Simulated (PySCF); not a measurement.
## Computed properties of Be(Me) (CH3Be), SMILES [Be+][CH3], charge +1

Be(Me) (CH3Be), SMILES [Be+][CH3], charge +1. Coordinates come from a B3LYP-D3(BJ)/def2-TZVPD optimisation. The spin state was assumed, not searched. The isomer is the one that the SMILES or the coordinates give; other isomers of the formula were not compared. Other conformers were not sampled. All values are computed for the isolated molecule unless a solvent is named; none is compared with measurement here.

**Structure.** The optimised structure has C3v symmetry. All 9 harmonic modes at B3LYP-D3(BJ)/def2-TZVPD (PySCF) are real, so it is a minimum.

**Vibrations.** The strongest infrared lines (harmonic, unscaled, degenerate partners summed) lie at 680 cm⁻¹ (291 km/mol, H 79 %, C 15 %), 3100 cm⁻¹ (49 km/mol, H 91 %, C 9 %), 3011 cm⁻¹ (21 km/mol, H 98 %). The softest mode is at 680 cm⁻¹ and the zero-point energy is 22.0 kcal/mol.

**Electronic structure.** HF/def2-TZVPD (PySCF) places the frontier levels at -18.32 and -7.15 eV, a gap of 11.17 eV and a mean polarisability of 23.9 bohr³. PBE/def2-TZVPD (PySCF) at the same geometry gives -14.19 and -10.73 eV, so its gap is 7.71 eV narrower. An orbital gap is neither the optical nor the fundamental gap.

**Excitations.** TDA-ωB97X/def2-TZVPD (PySCF) has S1 at 4.89 eV (254 nm, f = 0.181, bright); the most intense of the 10 singlets computed lies at 9.87 eV (f = 0.35). Strengths of degenerate partners are summed. T1 (TDA) is at 4.36 eV, 0.53 eV under S1. TDA-PBE/def2-TZVPD (PySCF) puts S1 at 4.34 eV. No vertical singlet excitation falls in the visible range (under 3.1 eV).

**NMR.** GIAO shifts at PBE0/pcSseg-2 (PySCF) (non-relativistic, atoms alike by connectivity averaged): ¹³C at -5.7 ppm against TMS; ¹H at 2.0 ppm against TMS.
